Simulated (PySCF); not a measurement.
**Nuclear quadrupole coupling in `S=[P@]12CC[C@H](CC1)C2`**

Species: C6H11PS.
SMILES with atom numbers: `[S:1]=[P@:2]12[CH2:3][CH2:4][C@H:5]([CH2:6][CH2:7]1)[CH2:8]2` (hydrogens: H9, H10 on C3; H11, H12 on C4; H13 on C5; H14, H15 on C6; H16, H17 on C7; H18, H19 on C8)

Cartesian coordinates in Å at the GFN2-xTB level; atoms count from 1:
```xyz
19
C6H11PS angstrom
S     -0.0151   -3.2482    0.9243
P     -0.0094   -1.3931    0.3821
C     -1.5243   -0.6095   -0.3243
C     -1.2696    0.9001   -0.1869
C      0.1394    1.0984    0.3963
C      1.2051    0.7548   -0.6577
C      1.2187   -0.7704   -0.8474
C      0.2874    0.0502    1.4942
H     -1.6590   -0.9325   -1.3586
H     -2.3977   -0.9424    0.2407
H     -2.0036    1.3445    0.4873
H     -1.3563    1.4059   -1.1488
H      0.2682    2.1215    0.7575
H      2.1803    1.0977   -0.3079
H      0.9909    1.2692   -1.5948
H      0.9275   -1.0835   -1.8520
H      2.1946   -1.2125   -0.6348
H     -0.4666    0.1302    2.2777
H      1.2797    0.0289    1.9455
```

Field gradients from the PBE0/pcSseg-1 density (PySCF, non-relativistic), principal values in atomic units, ordered |Vxx| ≤ |Vyy| ≤ |Vzz|:

| atom | Vxx | Vyy | Vzz |
| --- | --- | --- | --- |
| S1 | -1.0592 | -1.2347 | 2.2939 |

Question: Find the asymmetry η = (Vxx − Vyy)/Vzz and the couplings χ = eQV/h (234.96 MHz × Q in barn × V in au), with Q(33S) = −0.0678 b.

Answer: 
| atom | environment | nucleus | η | χzz (MHz) | χxx (MHz) | χyy (MHz) |
| --- | --- | --- | --- | --- | --- | --- |
| S1 | sulfur bonded to P | 33S | 0.08 | -36.54 | 16.87 | 19.67 |

The tensor is traceless: Vxx + Vyy + Vzz = 0.

Question: What is Vzz at S1 in SI units (1 au = 9.71736 × 10²¹ V/m²)?

Answer: 2.2939 au = 22.291 × 10²¹ V/m².

Were the hydrogens deuterons (Q(2H) = 0.00286 b), χzz would run from 204 kHz (H13) to 209 kHz (H18 and H19).

Isolated species at its GFN2-xTB geometry, gas phase. GFN2-xTB bond lengths can be off by several hundredths of an ångström, more for odd bonds, and the gradients follow them. A larger basis could move these couplings by a tenth or more.
